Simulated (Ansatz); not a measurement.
**Changing the shape of TiF, quartet**

Calculated in Ansatz's Gaussian-basis code. Basis def2-SVP, nonrelativistic, 6 orbitals frozen in the corrections; active space CAS(11,10). Restricted Hartree–Fock, then the lowest state-specific CASSCF solution met for each case. A minimal or small basis: far from the basis limit. On stretched bonds single-reference methods can fail or change state. Solutions in different active orbitals can move differences by tenths of an eV and at times more than 1 eV.

Case A: bond length 3.6620 Å. A bond is stretched, to 1.69 times the sum of the covalent radii.

Case B: bond length 1.8310 Å.

Energy less that of case A, in eV:

```tsv
case	RHF/ROHF	CASSCF
B	-4.187	-4.385
```

Problem. What does SC-NEVPT2 give for these differences?

Solution. B: -4.741 eV (-109.3 kcal/mol).
